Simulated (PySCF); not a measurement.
A calculated (LDA, PySCF 2.14, aug-cc-pwCVQZ, the non-relativistic Hamiltonian (point nucleus)) atom or ion has these occupied shells.

```json
{"shell": "1s α", "electrons": "1", "orbital energy (eV)": "-2402.0", "rms radius, mean of both spins (bohr)": "0.113"}
{"shell": "1s β", "electrons": "1", "orbital energy (eV)": "-2401.4", "rms radius, mean of both spins (bohr)": "0.113"}
{"shell": "2s α", "electrons": "1", "orbital energy (eV)": "-222.56", "rms radius, mean of both spins (bohr)": "0.527"}
{"shell": "2s β", "electrons": "1", "orbital energy (eV)": "-221.85", "rms radius, mean of both spins (bohr)": "0.527"}
{"shell": "2p α", "electrons": "3", "orbital energy (eV)": "-169.58", "rms radius, mean of both spins (bohr)": "0.496"}
{"shell": "2p β", "electrons": "3", "orbital energy (eV)": "-168.77", "rms radius, mean of both spins (bohr)": "0.496"}
{"shell": "3s α", "electrons": "1", "orbital energy (eV)": "-29.386", "rms radius, mean of both spins (bohr)": "1.74"}
{"shell": "3p α", "electrons": "3", "orbital energy (eV)": "-18.538", "rms radius, mean of both spins (bohr)": "2.03"}
{"shell": "3p β", "electrons": "1", "orbital energy (eV)": "-15.691", "rms radius, mean of both spins (bohr)": "2.03"}
```

Name the element and its charge.

S⁺ (sulfur, charge +1), in [Ne] 3s1 3p4, high-spin 4P determinant (an excited configuration).
